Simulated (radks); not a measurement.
Task: The chromium ion Cr7+ is in [Ne] 3s2 3p5. All-electron calculation, scalar-relativistic Kohn-Sham, BLYP, spin-polarised, spherical densities, finite nucleus; Fermi nuclear charge, rms radius of each element as measured or else 0.836 A^(1/3) + 0.57 fm. Program: a radial shooting solver on a logarithmic mesh with Libxc functionals. Open shells are filled with parallel spins first. One electron is removed from 3p, 2p, 2s, 3s in turn, with full relaxation. Which removal costs least, and what does each cost?

Result: 3p 184.57 eV; 3s 214.90 eV; 2p 744.46 eV; 2s 846.39 eV. The 3p electron leaves first.
